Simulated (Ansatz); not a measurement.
Cost and result for the atomization energy of Cl2FH3OSi2 (`F[SiH](Cl)O[SiH2]Cl`) (9 atoms, 8 bonds).

Z-matrix (Å, degrees):
```
Si
Cl 1 2.032
O 1 1.612 2 110.3
F 1 1.581 2 108.0 3 117.9
H 1 1.466 2 110.3 3 -123.3
Si 3 1.632 1 147.5 2 -10.4
Cl 6 2.045 3 109.6 1 -63.3
H 6 1.476 3 110.2 1 55.3
H 6 1.474 3 107.7 1 179.0
```

The species carries charge 0 and has multiplicity 1. The structure was optimised at the PBE0-D4/def2-TZVP level. It is one conformer, not always the lowest. Program: Ansatz. All runs use 4 threads of an Arm Neoverse V1 on a shared host. Times are those of one run each, without the atoms' runs, and a repeat can differ threefold. Electronic energies, without spin–orbit coupling; frozen cores. CCSD(T)/CBS adds CCSD(T) − MP2 in def2-TZVPP to the MP2 limit, and its time is that of the two runs behind it. T1 = 0.011. HSE06 is the plane-wave form, built on full-range PBE exchange.

CCSD(T)/CBS is a level of theory with its own doubt, some kJ/mol a heavy atom from the limit and from the frozen cores, so smaller differences don't rank the functionals.

```
                             level  functions  wall time
            LDA (SPW92)/def2-TZVPP        272      1.8 s
                PBE0-D4/def2-TZVPP        272      5.5 s
               HSE06-D4/def2-TZVPP        272        6 s
               BHLYP-D4/def2-TZVPP        272        6 s
           CAM-B3LYP-D4/def2-TZVPP        272        6 s
r2SCAN-D4/def2-TZVPP (with forces)        272        7 s
                  CCSD(T)/def2-SVP        115      7.5 s
                 B2PLYP/def2-TZVPP        272        8 s
                 B97M-V/def2-TZVPP        272       11 s
  ωB97M-V/def2-TZVPP (with forces)        272       18 s
                    MP2/def2-QZVPP        484       27 s
                CCSD(T)/def2-TZVPP        272    5.2 min
                 CCSD(T)/CBS(def2)          –    5.6 min
```

Problem. What atomization energy does each give, and how far from CCSD(T)/CBS? (An estimate is asked.)

Solution. Ansatz gave: 
```
                             level  atomization (kJ/mol)  difference from CCSD(T)/CBS  per bond
            LDA (SPW92)/def2-TZVPP                3763.2                        404.1      50.5
                PBE0-D4/def2-TZVPP                3291.3                        -67.8      -8.5
               HSE06-D4/def2-TZVPP                3293.1                        -66.0      -8.2
               BHLYP-D4/def2-TZVPP                3230.8                       -128.3     -16.0
           CAM-B3LYP-D4/def2-TZVPP                3332.5                        -26.6      -3.3
r2SCAN-D4/def2-TZVPP (with forces)                3349.0                        -10.1      -1.3
                  CCSD(T)/def2-SVP                3034.3                       -324.8     -40.6
                 B2PLYP/def2-TZVPP                3284.6                        -74.5      -9.3
                 B97M-V/def2-TZVPP                3359.7                          0.6       0.1
  ωB97M-V/def2-TZVPP (with forces)                3352.7                         -6.4      -0.8
                    MP2/def2-QZVPP                3423.9                         64.8       8.1
                CCSD(T)/def2-TZVPP                3245.7                       -113.4     -14.2
                 CCSD(T)/CBS(def2)                3359.1                          0.0       0.0
```

In def2-TZVPP, CCSD(T) changes the Hartree–Fock value by +731.8 kJ/mol (the triples alone add +49.6 kJ/mol) and MP2 by +840.5 kJ/mol; breaking electron pairs costs correlation energy, which Hartree–Fock lacks. From PBE to PBE0 (25 % exact exchange), in def2-TZVPP and without D4, the atomization energy moves by −40.4 kJ/mol: exact exchange takes away binding that semilocal exchange gives to molecules. At CCSD(T), def2-SVP lies −324.8 kJ/mol from the extrapolated value and def2-TZVPP −113.4 kJ/mol: correlation converges slowly with the basis, and small sets miss more of it in the bonded molecule than in its fragments.
